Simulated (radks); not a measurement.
Results of a calculation; reference values are marked as such.
Charge is removed step by step from the 6s up level of Tb+, starting from [Xe] 4f9 6s(up 1, down 0). Level of theory: scalar-relativistic Kohn-Sham, PBEsol, spin-polarised, spherical densities, finite nucleus; open shells are filled with parallel spins first (spin-orbit coupling, left out, can overturn this in heavy ions); Fermi nuclear charge, rms radius 5.06 fm (a radial shooting solver on a logarithmic mesh with Libxc functionals).

removed (e)  E - E(0) (eV)  eigenvalue (eV)  E minus straight line (eV)
0                    0.000           -9.169                       0.000
0.1                  0.942           -9.681                      -0.231
0.2                  1.935          -10.193                      -0.410
0.3                  2.980          -10.704                      -0.538
0.4                  4.075          -11.214                      -0.616
0.5                  5.222          -11.724                      -0.642
0.6                  6.419          -12.235                      -0.617
0.7                  7.668          -12.749                      -0.541
0.8                  8.969          -13.272                      -0.413
0.9                 10.322          -13.806                      -0.233
1                   11.727          -14.275                       0.000

Removing the whole electron costs 11.727 eV by Delta-SCF, against 9.169 eV from minus the eigenvalue at the starting occupation. Slater's transition state (half an electron removed) gives 11.724 eV. Integrating minus the eigenvalue over the occupation (Janak's theorem) gives 11.731 eV. In this scalar-relativistic scheme the density is built from large components alone, so the theorem holds only approximately. The mean slope of the eigenvalue, de/dn, is 5.11 eV per electron. Ionisation energy of Tb+ in the NIST Atomic Spectra Database: 11.51 eV (semi-empirical).
